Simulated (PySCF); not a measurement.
# C10H10O3: Computed beside measured shifts

System: C10H10O3 (measured compound), SMILES COC(=O)c1ccc(C(C)=O)cc1.

Atom-mapped SMILES (hydrogens are numbered by the atom that bears them): [CH3:1][O:2][C:3](=[O:4])[c:5]1[cH:6][cH:7][c:8]([C:9]([CH3:10])=[O:11])[cH:12][cH:13]1

Method: GIAO KT3/pcSseg-1, gas phase, PySCF SCF with an in-house response code, fitting set def2-universal-JFIT, grid level 2, non-relativistic, geometry: GFN2-xTB.

One optimised conformer. Values are averaged over the atoms that symmetry or fast rotation interchanges, on this one geometry and without vibrational averaging. Shifts are the reference shielding less the shielding here, at the same level (13C, 1H against isolated TMS; 17O against isolated H2O); nuclei without a reference have shieldings only.

Task: What shifts does this level give for O4, O2, and how do they compare with measurement?

Result: 
```tsv
atom	nucleus	computed / ppm	measured / ppm	computed less measured	measured against	medium of the measurement
O4	17O	393.6	342	51.6	H2O (external)	CD3CN
O2	17O	183.6	128.4	55.2	H2O (external)	CD3CN
```

Measured values: ARKIVOC 2009 (viii) 212.
